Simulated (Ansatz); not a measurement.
Triphenylsulfonium tris(triflyl)methide, `O=S(=O)([C-](S(=O)(=O)C(F)(F)F)S(=O)(=O)C(F)(F)F)C(F)(F)F.c1ccc([S+](c2ccccc2)c2ccccc2)cc1`. Charge 0, multiplicity 1. Geometry PBE-D4/def2-SVP.

```xyz
56

O    -1.438    4.107    1.142
S    -1.406    2.910    0.284
O    -1.466    1.556    0.902
C    -0.070    3.052   -0.821
S     0.230    1.755   -1.923
O    -1.044    0.975   -2.013
O     1.506    1.019   -1.704
C     0.399    2.503   -3.694
F    -0.175    3.703   -3.761
F    -0.256    1.654   -4.505
F     1.669    2.563   -4.070
S     1.076    4.354   -0.718
O     0.451    5.654   -0.436
O     2.021    4.149   -1.840
C     2.118    3.988    0.839
F     3.033    3.034    0.564
F     1.349    3.554    1.849
F     2.753    5.102    1.211
C    -3.002    3.019   -0.799
F    -3.828    3.888   -0.205
F    -2.719    3.448   -2.030
F    -3.602    1.823   -0.864
C     2.300   -0.168    3.842
C     2.531    0.536    2.648
C     1.750    0.277    1.514
C     0.753   -0.707    1.604
S    -0.216   -0.911    0.106
C     0.749   -2.057   -0.887
C     0.532   -1.961   -2.272
C     1.244   -2.823   -3.117
C     2.166   -3.738   -2.583
C     2.387   -3.797   -1.197
C     1.677   -2.951   -0.333
C    -1.648   -1.886    0.601
C    -1.620   -3.290    0.649
C    -2.788   -3.971    1.022
C    -3.956   -3.254    1.333
C    -3.964   -1.852    1.266
C    -2.809   -1.149    0.890
C     0.496   -1.416    2.785
C     1.286   -1.137    3.911
H     2.910    0.049    4.731
H     3.310    1.309    2.593
H     1.911    0.822    0.571
H    -0.158   -1.201   -2.669
H     1.092   -2.761   -4.205
H     2.729   -4.404   -3.254
H     3.123   -4.502   -0.783
H     1.855   -2.974    0.752
H    -0.709   -3.847    0.388
H    -2.784   -5.070    1.063
H    -4.869   -3.796    1.620
H    -4.882   -1.290    1.495
H    -2.788   -0.051    0.826
H    -0.313   -2.160    2.834
H     1.100   -1.678    4.850
```

HSE06 is defined as in plane-wave codes, on full-range PBE exchange. Single mean-field runs in def2-SVP, def2-TZVP are fitted with def2-universal-jkfit.

Question: Estimate the orbital energies around the gap (eV) in Ansatz with PBE-D4/def2-SVP, PBE-D4/def2-TZVP, PBE0-D4/def2-SVP, PBE0-D4/def2-TZVP, HSE06-D4/def2-SVP.

Answer: 
```
orbital  PBE-D4/def2-SVP  PBE-D4/def2-TZVP  PBE0-D4/def2-SVP  PBE0-D4/def2-TZVP  HSE06-D4/def2-SVP
HOMO−13            -7.45             -7.67             -9.16              -9.37              -8.75
HOMO−12            -7.42             -7.62             -9.02              -9.23              -8.61
HOMO−11            -7.36             -7.56             -8.81              -9.03              -8.41
HOMO−10            -7.29             -7.50             -8.73              -8.90              -8.33
 HOMO−9            -7.23             -7.43             -8.66              -8.70              -8.26
 HOMO−8            -7.17             -7.35             -8.59              -8.61              -8.19
 HOMO−7            -7.15             -7.33             -8.42              -8.60              -8.03
 HOMO−6            -7.05             -7.29             -8.39              -8.51              -7.99
 HOMO−5            -6.96             -7.20             -8.32              -8.43              -7.92
 HOMO−4            -6.82             -7.05             -8.29              -8.40              -7.89
 HOMO−3            -6.58             -6.91             -8.19              -8.29              -7.80
 HOMO−2            -6.55             -6.86             -8.19              -8.20              -7.79
 HOMO−1            -6.46             -6.81             -7.94              -7.95              -7.56
   HOMO            -5.79             -6.06             -7.36              -7.47              -6.96
   LUMO            -2.87             -3.02             -2.08              -2.19              -2.45
 LUMO+1            -2.72             -2.88             -1.93              -2.04              -2.30
 LUMO+2            -2.34             -2.50             -1.49              -1.63              -1.87
 LUMO+3            -2.18             -2.31             -1.32              -1.42              -1.70
 LUMO+4            -2.08             -2.21             -1.18              -1.27              -1.56
 LUMO+5            -1.95             -2.07             -1.04              -1.14              -1.42
```
